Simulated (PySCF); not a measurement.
## Dipole moment and polarisability of Ge(OtBu)2H2

Ge(OtBu)2H2, C₈H₂₀GeO₂.
Structure used (PBE0-D3(BJ)/def2-SVP), in Å, numbered top down from 1:
```xyz
31
C8H20GeO2 angstrom
Ge    -0.395    1.419   -0.300
O     -0.183    0.484    1.199
C     -1.218   -0.025    2.029
C     -1.871   -1.234    1.360
C     -0.527   -0.445    3.321
C     -2.257    1.059    2.313
H     -2.643   -1.677    2.007
H     -2.351   -0.950    0.411
H     -1.114   -2.002    1.146
H      0.244   -1.198    3.104
H     -1.245   -0.870    4.039
H     -0.035    0.423    3.782
H     -2.772    1.369    1.388
H     -1.774    1.944    2.755
H     -3.028    0.701    3.012
O      1.111    1.225   -1.197
C      1.514    0.091   -1.963
C      0.892    0.194   -3.353
C      3.033    0.186   -2.047
C      1.104   -1.214   -1.286
H      1.224   -0.630   -4.003
H     -0.207    0.155   -3.292
H      1.176    1.147   -3.824
H      3.324    1.149   -2.493
H      3.450   -0.628   -2.659
H      3.469    0.131   -1.039
H      0.007   -1.322   -1.260
H      1.471   -1.240   -0.250
H      1.508   -2.079   -1.832
H     -0.450    2.919    0.013
H     -1.619    0.905   -1.089
```

Level: CAM-B3LYP/def2-SVPD (PySCF), static field, nuclei fixed, core orbitals frozen in the response. The polarisability tensor in these axes (au):

```
x   132.05  -1.99 -13.82
y    -1.99 126.99  -1.59
z   -13.82  -1.59 142.87
```

Problem. What are the eigenvalues, a third of the trace, and Δα (Δα² = ½Σ(αi − αj)² over the three pairs)?

Solution. Principal values 121.46, 128.15 and 152.30 au; mean 133.97 au = 19.85 Å³ = 22.09 × 10⁻⁴⁰ C²·m²/J; Δα = 28.10 au (21 % of the mean).

Problem. What is the dipole moment, and where does it point?

Solution. (-1.72, -0.92, -0.10) D, 1.96 D in size, pointing from the negative to the positive side. Measured along this direction, the outermost atoms are H24 at the negative end and H7 at the positive end.

Problem. In a dilute gas of rigid molecules at 273 K, how does the orientational term μ²/3kT compare with the electronic polarisability?

Solution. In Gaussian units μ²/3kT = 33.89 Å³ against 19.85 Å³, a ratio of 1.71; the Debye molar polarisation (4π/3)N_A(α + μ²/3kT) is 135.6 cm³/mol, leaving out the vibrational part.

Problem. What depolarisation ratio follows for Rayleigh scattering of linearly polarised light, taking the static tensor?

Solution. ρ = 3Δα²/(45ᾱ² + 4Δα²) = 2368.7/(807650 + 3158.3) = 0.00292.

Problem. Form Σ f/ω² (atomic units) for the 15 lowest TDDFT singlets, given as eV and f, and set it beside the mean polarisability, which is this sum over all singlets: 7.24, 0.0230; 7.35, 0.0106; 7.49, 0.0084; 7.55, 0.0074; 7.70, 0.0080; 7.89, 0.0389; 7.97, 0.0714; 8.00, 0.0013; 8.19, 0.0297; 8.25, 0.0522; 8.33, 0.0476; 8.41, 0.0257; 8.44, 0.0250; 8.60, 0.0200; 8.62, 0.0158.

Solution. They add up to 4.38 au, 3.3 % of the 133.97 au; the largest single term is 0.83 au, from the state at 7.97 eV. Terms in order: 0.32, 0.15, 0.11, 0.10, 0.10, 0.46, 0.83, 0.01, 0.33, 0.57, 0.51, 0.27, 0.26, 0.20, 0.16 au. Higher excitations give the rest. The strengths listed sum to 0.385.

Problem. Give the principal axes and the span of the nuclei along them.

Solution. Largest value along (-0.56, -0.01, 0.83), where the nuclei span 8.32 Å; middle along (-0.35, 0.91, -0.23), 4.80 Å; least along (0.75, 0.42, 0.51), 4.07 Å. The response follows the extents in order.

The structure is a single PBE0-D3(BJ)/def2-SVP conformer in the gas phase; no vibrational or solvent corrections. The calculation is non-relativistic, for germanium too.

These values come from a run that also computed excited states. Time: 6.7 min wall, 14 min CPU (grids of density and orbitals included); peak memory 4.0 GiB. Hardware: an Intel Xeon Platinum 8488C with 2 threads, no GPU, on a shared host.
